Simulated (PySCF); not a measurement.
A series of derivatives of C#C[SiH](C)[SiH2][SiH3]

Parent skeleton `[CH:1]#[C:2][SiH:3]([CH3:4])[SiH2:5][SiH3:6]`; one hydrogen on atom 1 is replaced by X. Hydrogens on one atom are averaged.

Theoretical values (PySCF): shieldings: GIAO PBE0/pcSseg-1, geometry: GFN2-xTB. In vacuum, no relativistic terms, fast rotation and ring inversion assumed for equivalent nuclei, one conformer.

Shifts are taken against calculated references (same method and geometry level): ¹³C (σ = 186.93 ppm), ²⁹Si (σ = 349.16 ppm), ¹H (σ = 31.72 ppm) against TMS.

Q: Give δ (ppm) for X = CH2Cl, allyl, CN, cPr, CONH2.

A: 
```tsv
X	SMILES	C1	C2	Si3	C4	Si5	Si6	H(Si3)	H(C4)	H(Si5)
CH2Cl	C[Si@@H](C#CCCl)[SiH2][SiH3]	113.0	97.6	-65.3	-1.2	-128.0	-118.0	4.68	0.42	3.32
allyl	C=CCC#C[Si@H](C)[SiH2][SiH3]	117.5	87.6	-67.0	-0.8	-127.7	-115.2	4.72	0.35	3.31
CN	C[Si@H](C#CC#N)[SiH2][SiH3]	90.4	95.9	-60.9	-2.9	-129.9	-120.3	4.78	0.43	3.37
cPr	C[Si@H](C#CC1CC1)[SiH2][SiH3]	124.7	79.8	-66.8	-0.6	-129.0	-117.0	4.75	0.34	3.27
CONH2	C[Si@H](C#CC(N)=O)[SiH2][SiH3]	109.9	95.5	-64.2	-0.7	-132.2	-119.7	4.69	0.40	3.29
```

Q: Which position responds most, and to which substituents?

A: C1: from 90.4 ppm with CN to 124.7 ppm with cPr.
